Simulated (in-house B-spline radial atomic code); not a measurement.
Configurations of Ca, with energies counted from [Ar] 4s2. Computed with a radial B-spline atomic code at the basis-set limit: Dirac-Hartree-Fock, average of configuration, Fermi nucleus of rms radius 3.4776 fm. Energies include first-order Breit, QED and recoil terms.

Occupations are held fixed; configurations that lie above the ionisation limit could autoionise.

```tsv
configuration	E - E(ref) (eV)	highest orbital	its <r> (bohr)
[Ar] 4s1 4p1	1.6476	4p3/2	5.446
[Ar] 4s1 7f1	4.8612	7f7/2	67.28
[Ar] 4s1 7g1	4.8618	7g9/2	63.49
[Ne] 3s2 3p5 3d1 4s2	26.99	4s1/2	4.091
[Ne] 3s2 3p5 4s2 5f1	33.2	5f7/2	31.31
[Ne] 3s2 3p5 4s2 6d1	33.22	6d5/2	35.84
[Ne] 3s1 3p6 4s2 7f1	58.495	7f7/2	67.2
[He] 2s2 2p5 3s2 3p6 4s2 7s1	357.61	7s1/2	30.94
[He] 2s2 2p5 3s2 3p6 4s2 7g1	357.99	7g9/2	63.49
[He] 2s2 2p5 3s2 3p6 4s2 8d1	357.99	8d5/2	71.26
```

(1) Order these further configurations by energy, lowest first.
A. [Ar] 4s1 8p1
B. [Ar] 4s1 6f1
C. [Ar] 4s1 7d1
D. [Ne] 3s2 3p5 4s2 5d1
E. [Ar] 4s1 5p1

(2) How far above the reference does [He] 2s2 2p5 3s2 3p6 4s2 4d1 lie?

(3) How far above the reference does [Ne] 3s2 3p5 4s2 6f1 lie?

(4) How far above the reference does [Ar] 4s1 7p1 lie?

Results:

(1) E (3.7184 eV), B (4.7606 eV), A (4.7774 eV), C (4.8015 eV), D (32.929 eV).

(2) 356.78 eV; its least bound orbital is 4d5/2 with <r> = 10.72 bohr.

(3) 33.367 eV; its least bound orbital is 6f7/2 with <r> = 47.75 bohr.

(4) 4.6215 eV; its least bound orbital is 7p3/2 with <r> = 38.64 bohr.
